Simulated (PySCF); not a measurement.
# Heteronuclear NMR

Structure with atom numbers: `[CH3:1][N:2]([CH3:3])[SiH2:4][N:5]([CH3:6])[CH3:7]`; H(Xn) means a hydrogen on atom n.

Computed data (PySCF 2.14): geometry from GFN2-xTB, shielding tensors at PBE0/pcSseg-1 (GIAO). Equivalent nuclei averaged, one conformer, gas phase, relativity neglected.

(1) What are the ²⁹Si shifts?

(2) Where does ¹⁵N resonate?

Answers

(1) 
| atoms | environment | σ (ppm) | δ (ppm) |
| --- | --- | --- | --- |
| Si4 | silicon bonded to 2 N, 2 H | 373.8 | -27.3 |

Shieldings were converted by a linear fit to measured shifts: ²⁹Si: δ = 279.94 − 0.822σ (rms 8.9 ppm, 72 shifts, 25.8 ppm with the 6 outliers that the fit left out vs TMS, solution or neat liquid). Occasional misses reach two or three times the rms, and more in compound classes unlike the fitted ones.

On a 300 MHz spectrometer ²⁹Si resonates near 59.6 MHz, so 1 ppm is 59.6 Hz.

(2) 
| atoms | environment | σ (ppm) | δ (ppm) |
| --- | --- | --- | --- |
| N2/N5 | nitrogen bonded to 2 C, Si | 245.2 | -374.0 |

Shieldings were converted by a linear fit to measured shifts: ¹⁵N: δ = -148.07 − 0.921σ (rms 6.3 ppm, 71 shifts vs CH3NO2, solution or neat liquid). A few per cent of atoms miss by over 2 rms, more outside the fitted compound classes.

On a 600 MHz spectrometer ¹⁵N resonates near 60.8 MHz, so 1 ppm is 60.8 Hz.
